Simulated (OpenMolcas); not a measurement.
Ionisation energies of molybdenum

* Program: OpenMolcas
* Basis: ANO-RCC [10s9p9d6f4g2h]
* Scalar Hamiltonian: DKH2, point nucleus
* Spin-orbit coupling: state interaction with AMFI integrals over the reference wave functions, term energies averaged over their components

Active shells in each charge state: the valence d shell, with orbitals averaged over the low states. Where CASPT2's correlated closed shells are named, they are those of the first ion.

A. CASSCF
B. SS-CASPT2, IPEA 0.25 Eh, imaginary shift 0.1 Eh (closed shells correlated: 4s 4p)
C. SS-CASPT2, IPEA 0.25 Eh, imaginary shift 0.1 Eh (closed shells correlated: 3d 4s 4p)
D. SS-CASPT2, IPEA 0.25 Eh, imaginary shift 0.1 Eh (closed shells correlated: none)
E. SS-CASPT2, IPEA 0 Eh, imaginary shift 0.1 Eh (closed shells correlated: 4s 4p)

Energies in eV between the lowest computed levels, named as in B; reference values from the NIST Atomic Spectra Database with their kind.

```tsv
From	To	A	B	C	D	E	Spin-orbit share in B	Reference
Mo2+ 4d⁴ ⁵D₀	Mo3+ 4d³ ⁴F_3/2	26.056	27.099	27.049	26.655	27.186	-0.068	27.130 (semi-empirical)
Mo3+ 4d³ ⁴F_3/2	Mo4+ 4d² ³F₂	39.159	40.110	40.057	39.529	40.202	-0.049	40.330 (semi-empirical)
Mo4+ 4d² ³F₂	Mo5+ 4d ²D_3/2	53.453	54.398	54.349	53.612	54.482	+0.061	54.417 (semi-empirical)
Mo5+ 4d ²D_3/2	Mo6+ 4p⁶ ¹S₀	67.716	68.674	68.630	67.716	68.747	+0.186	68.827 (measured)
```

Error against the reference values, in %:

| From | Reference | A | B | C | D | E |
| --- | --- | --- | --- | --- | --- | --- |
| Mo2+ | semi-empirical | -4.0 | -0.1 | -0.3 | -1.8 | +0.2 |
| Mo3+ | semi-empirical | -2.9 | -0.5 | -0.7 | -2.0 | -0.3 |
| Mo4+ | semi-empirical | -1.8 | 0 | -0.1 | -1.5 | +0.1 |
| Mo5+ | measured | -1.6 | -0.2 | -0.3 | -1.6 | -0.1 |

Absolute error against the one measured value: A 1.11 eV, B 0.15 eV, C 0.20 eV, D 1.11 eV, E 0.08 eV. E lies closest.

The lowest level within the active space need not be the ion's true ground level.
